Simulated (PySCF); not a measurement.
AuCl, singlet, at a GFN2-xTB geometry (such geometries of metal compounds can be far from the true shape) (core potentials on Au); CASSCF(6,6)/def2-SVP (PySCF).

Input for PySCF:
```python
from pyscf import gto, scf, mcscf
import numpy

mol = gto.M(
    atom='''
Au   -0.00000000   -0.00000000   -0.39614556
Cl    0.00000000    0.00000000    1.84091171
''',
    basis='def2-svp',
    ecp={'Au': 'def2-svp'},
    verbose=4,
)

mf = scf.RHF(mol)
mf.kernel()
mc = mcscf.CASSCF(mf, 6, 6)
mc.kernel()
occ = numpy.linalg.eigvalsh(mc.fcisolver.make_rdm1(mc.ci, mc.ncas, mc.nelecas))[::-1]
ss = mc.fcisolver.spin_square(mc.ci, mc.ncas, mc.nelecas)[0]
print('natural occupations', occ.round(4), ' <S^2>', round(ss, 4))
```

The log (banner, timings and long lists left out):

```
PySCF version 2.14.0

[INPUT] verbose = 4
[INPUT] num. atoms = 2
[INPUT] num. electrons = 36
[INPUT] charge = 0
[INPUT] spin (= nelec alpha-beta = 2S) = 0
[INPUT] symmetry False subgroup None
[INPUT] Mole.unit = angstrom
[INPUT] Symbol           X                Y                Z      unit          X                Y                Z       unit  Magmom
[...]
nuclear repulsion = 76.405839680251
number of shells = 20
number of NR pGTOs = 93
number of NR cGTOs = 50
basis = def2-svp
ecp = {'Au': 'def2-svp'}

******** <class 'pyscf.scf.hf.RHF'> ********
method = RHF
initial guess = minao
damping factor = 0
level_shift factor = 0
DIIS = <class 'pyscf.scf.diis.CDIIS'>
diis_start_cycle = 1
diis_space = 8
diis_damp = 0
SCF conv_tol = 1e-09
SCF conv_tol_grad = None
SCF max_cycles = 50
direct_scf = True
direct_scf_tol = 1e-13
Set gradient conv threshold to 3.16228e-05
Initial guess from minao.
init E= -581.972073998236
[...]
cycle= 1 E= -593.822880397785  delta_E= -11.9  |g|= 1.24  |ddm|= 9.97
[...]
cycle= 2 E= -594.017537734784  delta_E= -0.195  |g|= 0.853  |ddm|= 2.34
[...]
cycle= 3 E= -594.158795318346  delta_E= -0.141  |g|= 0.0444  |ddm|= 0.859
[...]
cycle= 4 E= -594.159751093165  delta_E= -0.000956  |g|= 0.0151  |ddm|= 0.0885
[...]
cycle= 5 E= -594.159907200073  delta_E= -0.000156  |g|= 0.00633  |ddm|= 0.0378
[...]
cycle= 6 E= -594.159949895049  delta_E= -4.27e-05  |g|= 0.00188  |ddm|= 0.024
[...]
cycle= 7 E= -594.159953901634  delta_E= -4.01e-06  |g|= 0.000704  |ddm|= 0.00734
[...]
cycle= 8 E= -594.159954653308  delta_E= -7.52e-07  |g|= 0.000327  |ddm|= 0.00305
[...]
cycle= 9 E= -594.159954886001  delta_E= -2.33e-07  |g|= 0.00011  |ddm|= 0.00207
[...]
cycle= 10 E= -594.159954912566  delta_E= -2.66e-08  |g|= 2.54e-05  |ddm|= 0.000822
[...]
cycle= 11 E= -594.159954913456  delta_E= -8.91e-10  |g|= 6.69e-06  |ddm|= 0.000145
[...]
Extra cycle  E= -594.159954913489  delta_E= -3.29e-11  |g|= 2.97e-06  |ddm|= 2.04e-05
converged SCF energy = -594.159954913489

******** <class 'pyscf.mcscf.mc1step.CASSCF'> ********
CAS (3e+3e, 6o), ncore = 15, nvir = 29
max_cycle_macro = 50
max_cycle_micro = 4
conv_tol = 1e-07
conv_tol_grad = None
orbital rotation max_stepsize = 0.02
orbital rotation threshold for CI restart = 0.01
augmented hessian ah_max_cycle = 30
augmented hessian ah_conv_tol = 1e-12
augmented hessian ah_linear dependence = 1e-14
augmented hessian ah_level shift = 1e-08
augmented hessian ah_start_tol = 2.5
augmented hessian ah_start_cycle = 3
[...]
CASCI E = -594.163758301106  S^2 = 0.0000000
[...]
macro iter  26 ( 21 JK    4 micro), CASSCF E = -594.204231381084  dE =  2.51683957e-06  S^2 = 0.0000000
               |grad[o]|=0.0042  |grad[c]|=0.00287  |ddm|=0.00189  |maxRot[o]|=0.00167
macro iter  27 ( 19 JK    4 micro), CASSCF E = -594.204708978706  dE = -4.77597621e-04  S^2 = 0.0000000
               |grad[o]|=0.00424  |grad[c]|=0.000344  |ddm|=0.000984  |maxRot[o]|=0.0411
macro iter  28 ( 21 JK    4 micro), CASSCF E = -594.204705512703  dE =  3.46600325e-06  S^2 = 0.0000000
               |grad[o]|=0.00283  |grad[c]|=0.00182  |ddm|=0.00135  |maxRot[o]|=0.00357
macro iter  29 ( 21 JK    4 micro), CASSCF E = -594.204874351751  dE = -1.68839049e-04  S^2 = 0.0000000
               |grad[o]|=0.00285  |grad[c]|=0.000811  |ddm|=0.000961  |maxRot[o]|=0.0208
macro iter  30 ( 21 JK    4 micro), CASSCF E = -594.204873069233  dE =  1.28251850e-06  S^2 = 0.0000000
               |grad[o]|=0.0021  |grad[c]|=0.00145  |ddm|=0.001  |maxRot[o]|=0.0014
macro iter  31 ( 15 JK    3 micro), CASSCF E = -594.204984544522  dE = -1.11475289e-04  S^2 = 0.0000000
               |grad[o]|=0.00212  |grad[c]|=0.000358  |ddm|=0.000493  |maxRot[o]|=0.0195
macro iter  32 ( 21 JK    4 micro), CASSCF E = -594.204983803445  dE =  7.41076860e-07  S^2 = 0.0000000
               |grad[o]|=0.0014  |grad[c]|=0.00131  |ddm|=0.000774  |maxRot[o]|=0.00107
macro iter  33 ( 24 JK    4 micro), CASSCF E = -594.205053655773  dE = -6.98523273e-05  S^2 = 0.0000000
               |grad[o]|=0.00142  |grad[c]|=0.000361  |ddm|=0.000317  |maxRot[o]|=0.0217
macro iter  34 ( 11 JK    4 micro), CASSCF E = -594.205063426342  dE = -9.77056925e-06  S^2 = 0.0000000
               |grad[o]|=0.000595  |grad[c]|=0.000312  |ddm|=0.000418  |maxRot[o]|=0.00683
macro iter  35 (  3 JK    1 micro), CASSCF E = -594.205067430910  dE = -4.00456861e-06  S^2 = 0.0000000
               |grad[o]|=0.000324  |grad[c]|=0.000353  |ddm|=0.000118  |maxRot[o]|=0.00782
macro iter  36 (  3 JK    1 micro), CASSCF E = -594.205067443239  dE = -1.23291102e-08  S^2 = 0.0000000
               |grad[o]|=5.97e-05  |grad[c]|=9.63e-05  |ddm|=5.92e-05  |maxRot[o]|=0.000267
1-step CASSCF converged in  36 macro (697 JK 137 micro) steps
CASSCF canonicalization
Density matrix diagonal elements [1.97691257 1.98930228 1.98930228 0.01964089 0.01242099 0.01242099]
CASSCF energy = -594.205067443239
CASCI E = -594.205067443239  E(CI) = -9.26309962406492  S^2 = 0.0000000
natural occupations [1.9895 1.9895 1.9772 0.0193 0.0123 0.0123]  <S^2> 0.0
```
